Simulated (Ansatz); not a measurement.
Isomers of C2H6OS, B3LYP-D3(BJ)/def2-TZVP minima from an xTB search, which can miss the lowest.
Isomer 1, SMILES CS(C)=O (charge 0, multiplicity 1, Z-matrix in Å and degrees):
```
S
O 1 1.4886
C 1 1.8170 2 106.65
H 3 1.0884 1 106.65 2 -67.07
H 3 1.0900 4 109.97 1 -118.03
H 3 1.0903 4 109.95 5 -122.84
C 1 1.8170 2 106.65 3 102.04
H 7 1.0885 1 106.63 2 66.97
H 7 1.0900 8 109.98 1 118.04
H 7 1.0903 8 109.95 9 122.85
```
Isomer 2, SMILES COSC (charge 0, multiplicity 1):
```xyz
10

C     -1.6532    -0.1878    -0.1015
O     -0.6298     0.2027    -1.0195
S      0.5184     1.2357    -0.3998
C      1.6900     0.0685     0.3216
H     -2.1715     0.6847     0.3020
H     -1.2434    -0.7776     0.7229
H     -2.3507    -0.8018    -0.6709
H      2.0604    -0.6202    -0.4368
H      2.5195     0.6762     0.6896
H      1.2604    -0.4803     1.1592
```

Cores are frozen in the correlated methods. MP2 and its Hartree–Fock in cc-pV(Q+d)Z are density fitted.

The values were computed with Ansatz (a quantum-chemistry and plane-wave program) with Gaussian orbitals. Values without a source in brackets are computed.

The energy of isomer 2 above isomer 1 is E(isomer 2) − E(isomer 1). Total energies (hartree):

| level | isomer 2 | isomer 1 |
|---|---|---|
| HF/cc-pV(T+d)Z | -551.6598571 | -551.6579915 |
| MP2/cc-pV(T+d)Z | -552.4297087 | -552.4388734 |
| HF/cc-pV(Q+d)Z | -551.6752083 | -551.6750668 |
| MP2/cc-pV(Q+d)Z | -552.5017292 | -552.5143461 |
| CCSD(T)/cc-pV(T+d)Z | -552.5045764 | -552.5087972 |

### Question
Work out the energy of isomer 2 above isomer 1 at the basis-set limit: extrapolate the MP2 correlation part as X⁻³, take Hartree–Fock from the larger set, and add the CCSD(T) − MP2 difference of cc-pV(T+d)Z.

### Answer

1. Differences (1 hartree = 627.509 kcal/mol): HF/cc-pV(T+d)Z -1.171; MP2/cc-pV(T+d)Z 5.751; HF/cc-pV(Q+d)Z -0.089; MP2/cc-pV(Q+d)Z 7.917; CCSD(T)/cc-pV(T+d)Z 2.649.
2. Correlation parts, MP2 less HF: 6.922 in cc-pV(T+d)Z (X = 3), 8.006 in cc-pV(Q+d)Z (X = 4).
3. Limit (4³·(8.006) − 3³·(6.922))/(4³ − 3³) = 8.797; with HF/cc-pV(Q+d)Z it gives 8.708.
4. CCSD(T) less MP2 in cc-pV(T+d)Z: -3.102.
Result: 5.61 kcal/mol, against 5.75 at MP2/cc-pV(T+d)Z. It is an estimate of this method's limit, not of the exact value.
